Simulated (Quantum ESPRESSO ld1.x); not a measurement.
Question: Species: Mo3.75+. Configuration: [Kr] 4d(up 2.25, down 0) (fractional occupations, a model configuration). Method: scalar-relativistic Kohn-Sham, LDA (Slater exchange, VWN5 correlation), spin-polarised, spherical densities, point nucleus; computed with ld1.x of Quantum ESPRESSO 7.5. Some entries of the table are withheld. Estimate them.

orbital  occ.  eigenvalue (eV)  r(max) (bohr)  <1/r> (bohr^-1)
1s down     1         -19839.8        0.02290            43.50
1s up       1         -19839.8        0.02290            43.50
2s up       1         -2841.62         0.1298            9.792
2s down     1         -2841.30         0.1298            9.793
2p up       3         -2546.97         0.1036            9.528
2p down     3         -2546.72         0.1036            9.528
3s up       1         -520.147         0.3840            3.361
3s down     1         -519.916         0.3841            3.361
3p up       3         -423.625         0.3773            3.200
3p down     3         -423.373         0.3773            3.200
3d up       5              (1)         0.3218            2.969
3d down     5              (2)         0.3218            2.970
4s up       1         -108.213         0.9830              (3)
4s down     1         -106.583         0.9804              (4)
4p up       3         -81.7681          1.060            1.122
4p down     3         -80.0290          1.056            1.126
4d up    2.25         -43.8322          1.286           0.8531
4d down     0         -42.0072          1.282           0.8523

Answer: 
(1) 3d up eigenvalue (eV): -266.136
(2) 3d down eigenvalue (eV): -265.796
(3) 4s up <1/r> (bohr^-1): 1.252
(4) 4s down <1/r> (bohr^-1): 1.257
